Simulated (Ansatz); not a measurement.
Potential energy curve for H12Si6, SMILES [SiH2]1[SiH2][SiH2][SiH2][SiH2][SiH2]1. The Si1–H18 bond (Si1 also carries H, Si, Si; H18 carries nothing else) is stretched with both fragments frozen at the PBE0/def2-SVP optimised geometry.

Methods: RKS-PBE0 = restricted PBE0/def2-SVP (Ansatz, a first-principles code); UKS-PBE = unrestricted PBE/def2-SVP in Ansatz; RKS-PBE = restricted PBE/def2-SVP (Ansatz).

Energies are in mEh, each relative to the lowest point of its own curve near equilibrium.

```
R / Å  RKS-PBE0  UKS-PBE  RKS-PBE
-----  --------  -------  -------
1.22       38.4     39.7     39.7
1.31       15.2     16.2     16.2
1.40        3.6      4.2      4.2
1.45        0.8      1.1      1.1
1.50        0.0      0.0      0.0
1.55          ?      0.5      0.5
1.59          ?      1.8      1.8
1.69          ?      7.7      7.7
1.81       20.5     18.1     18.1
2.00       42.2     38.1     38.1
2.18       63.7     57.8     57.8
2.45       94.0     85.4     85.4
2.79      126.2    113.6    114.2
3.15      152.8    128.2    137.2
3.66      179.4    134.6        ?
4.36      201.0        ?        ?
```

Problem. What belongs in the gaps?

Solution. 
- 1.55, RKS-PBE0: 0.8
- 1.59, RKS-PBE0: 2.4
- 1.69, RKS-PBE0: 9.1
- 3.66, RKS-PBE: 159.2
- 4.36, UKS-PBE: 136.5
- 4.36, RKS-PBE: 175.8

The restricted form behind RKS-PBE0, RKS-PBE keeps the bonding electrons paired and can't separate into open-shell fragments. The unrestricted determinant behind UKS-PBE is spin-contaminated at 2.79 to 4.36 Å (<S²> up to 1.0, against 0.00 for a pure singlet).
